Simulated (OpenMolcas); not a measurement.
neutral lanthanum: from CASSCF to CASPT2

* Program: OpenMolcas 26.06
* Basis: ANO-R1 [7s5p4d1f]
* Scalar Hamiltonian: X2C, finite nucleus
* Active space: 3 electrons in 6 orbitals (5d 6s)
* State averaging: 2S+1 = 4 even, 20 roots; 2S+1 = 2 even, 29 roots
* Spin-orbit coupling: RASSI with atomic mean-field integrals over the reference wave functions, term energies averaged over their components

Methods on the same reference wave functions:
A. CASSCF
B. SS-CASPT2, IPEA 0.25 Eh, imaginary shift 0.1 Eh (closed shells correlated: 5s 5p)
C. MS-CASPT2, IPEA 0.25 Eh, imaginary shift 0.1 Eh (closed shells correlated: 5s 5p)

Energies in cm-1 above 5d 6s2 2D 3/2, the measured ground level; measured values from NIST Handbook of Basic Atomic Spectroscopic Data.

| Level | A | B | C | Measured |
| --- | --- | --- | --- | --- |
| 5d 6s2 2D 3/2 | 0.0 | 0.0 | 0.0 | 0.0 |
| 5d 6s2 2D 5/2 | 819 | 853 | 975 | 1053 |
| 5d2 6s 4F 3/2 | 998 | 2510 | 2790 | 2668 |
| 5d2 6s 4F 5/2 | 1371 | 2850 | 3140 | 3010 |
| 5d2 6s 4F 7/2 | 1731 | 3320 | 3630 | 3495 |
| 5d2 6s 4F 9/2 | 2360 | 3950 | 4260 | 4122 |
| 5d2 6s 4P 1/2 | 7741 | 8110 | 8420 | 7231 |
| 5d2 6s 4P 3/2 | 7937 | 8300 | 8610 | 7491 |
| 5d2 6s 4P 5/2 | 8237 | 8550 | 8850 |  |
| 5d2 6s 2F 5/2 | 8964 | 9250 | 9560 |  |
| 5d2 6s 2F 7/2 | 9916 | 10240 | 10550 | 8052 |
| 5d2 6s 2P 1/2 | 10314 | 10280 | 10580 | 9044 |
| 5d2 6s 2G 7/2 | 11718 | 12180 | 12480 | 9961 |
| 5d2 6s 2G 9/2 | 11732 | 12200 | 12510 | 9920 |
| 5d2 6s 2D 5/2 | 11906 | 10960 | 11500 | 9184 |
| 5d3 4F 3/2 | 13260 | 14790 | 15100 | 12431 |
| 5d3 4F 5/2 | 13598 | 15140 | 15440 | 12787 |
| 5d3 4F 7/2 | 14084 | 15620 | 15930 | 13238 |
| 5d3 4F 9/2 | 14722 | 16260 | 16570 | 13747 |

Deviations, from unrounded energies. A percentage is the sum of absolute deviations over the sum of measured energies, with the sign that they share, or ± where signs differ.

```
                  Against measurement  Levels      A      B      C
       mean absolute deviation (cm-1)      16   1300   1400   1600
fine structure of the ground term (%)       1  -22.2  -19.0   -7.4
             other configurations (%)      15  ±16.4  ±17.1  +19.9
```

A, B lie about equally close to measurement and C furthest from it. The largest miss of A in the table is 5d2 6s 2D 5/2, by +2700 cm-1. The ranking rests on the paired levels alone, and a cruder setting can come out closer through cancelling errors.

Between B and C the level of the table that moves most is 5d2 6s 2D 5/2, by 540 cm-1 (lowest in B, highest in C). Moves below CASPT2's spread within the term are not significant.

The mean deviations of B to C differ by less than CASPT2's widest spread within a term (610 cm-1), so their order carries little weight.

The lowest spin-free term lies below A's lowest term by 0.188 hartree in B, 0.189 hartree in C.

CASPT2 does not keep the components of a term degenerate, so their means are used; among the terms shown or strongly mixed into the levels shown the widest spread is 610 cm-1 (5d2 6s 2F, C). Configurations are named by rounded mean occupations; where the s occupation lies near a half they are strongly mixed, a name can repeat and a true partner stay unpaired. A single d shell beside an s shell can misplace configurations of different d count against each other. Without dynamic correlation excited terms often stand tens of per cent too high (terms of higher spin than the ground term too low), and those without a measured partner can miss by more than the paired ones (holds for A). Some levels mix across a computed gap that differs much from the measured one, so their mixing is not that of the real levels (holds for A). Computed and measured levels are paired by configuration, term and J; levels that our copy of the source lacks, or whose pairing is in doubt (as where it misses far off the trend of its configuration), stay unpaired and out of the deviations. Only configurations of the active space appear. Levels that lie high or do not pair safely by name in every column are left out.
